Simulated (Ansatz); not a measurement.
A made-up structure of Si₂H₃ClO, singlet:

```json
{"atom": "Cl1", "x (Å)": "-1.0301", "y (Å)": "-2.5003", "z (Å)": "0.2691"}
{"atom": "Si2", "x (Å)": "0.0485", "y (Å)": "-0.9337", "z (Å)": "-0.4718"}
{"atom": "O3", "x (Å)": "-0.8211", "y (Å)": "0.4878", "z (Å)": "-0.6490"}
{"atom": "Si4", "x (Å)": "0.2765", "y (Å)": "0.9821", "z (Å)": "0.5581"}
{"atom": "H5", "x (Å)": "0.7052", "y (Å)": "-1.4068", "z (Å)": "-1.7079"}
{"atom": "H6", "x (Å)": "-1.6381", "y (Å)": "-3.0200", "z (Å)": "1.3317"}
{"atom": "H7", "x (Å)": "1.1770", "y (Å)": "2.0830", "z (Å)": "0.1385"}
```

It is relaxed with PBE-D4/def2-SVP and then PBE0-D4/def2-TZVP (Ansatz 0.2.0). Atoms count as bonded within 1.22 times the sum of their covalent radii (H–H: 0.88 Å). The end point is not checked to be a true minimum.

(1) Does its bonding change? (A judgement: the text doesn't fix the answer.)

Answers

(1) Computed: Yes. Formed: Si4–H6; broken: Cl1–H6.

Where it ends: The first stage lowers the energy by 5.55 eV in 25 steps. It ends as Si₂H₃ClO ([Cl][SiH]1[O][SiH2]1):
Cl1  (-0.957, -3.172, -0.577)
Si2  (-0.004, -1.377, -0.772)
O3  (-1.006, -0.040, -0.646)
Si4  (-0.050, 0.196, 0.746)
H5  (0.781, -1.438, -2.023)
H6  (-0.800, 0.080, 2.020)
H7  (0.754, 1.442, 0.721)
(Å)

Labels in which every atom is bracketed show which atoms are joined, not bond orders.

For scale, one of the runs: PBE0-D4/def2-TZVP relaxation, 160 basis functions, launched by `ansatz run in.yaml --threads 2 --pin off --events-out ev --progress --plain --max-ram 4352MiB`. Hardware: 2 CPU threads of an Arm Neoverse V2, shared host. Wall time about 27 s.
